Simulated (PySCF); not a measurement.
**Ge⁺: ionisation energy**

Ge⁺ [Ar] 3d10 4s2 4p1 (2P) → Ge²⁺ [Ar] 3d10 4s2 (1S), as a difference of total energies. Computed with PySCF 2.14 in aug-cc-pVTZ-DK (7s6p4d2f, 59 functions), with scalar relativity by spin-free X2C-1e. Correlated levels: valence: [Ar] 3d10 frozen. The calculations carry no spin-orbit coupling.

| method | ionisation energy (eV) | error (eV) |
| --- | --- | --- |
| UHF | 15.248 | -0.541 |
| LDA | 15.893 | +0.104 |
| PBE | 15.761 | -0.028 |
| PBE0 | 15.795 | +0.006 |
| r2SCAN | 15.962 | +0.173 |
| wB97X-V | 15.663 | -0.126 |
| M06-2X | 15.624 | -0.165 |
| MN15 | 15.837 | +0.048 |
| r2SCAN0 | 15.952 | +0.163 |
| MP2 (valence) | 15.487 | -0.302 |
| SCS-MP2 (valence) | 15.475 | -0.314 |

Reference: 15.789 eV (measured; NIST levels, between the centres of gravity of the two terms).

Errors of the correlated levels include the incompleteness of this basis and the frozen core.
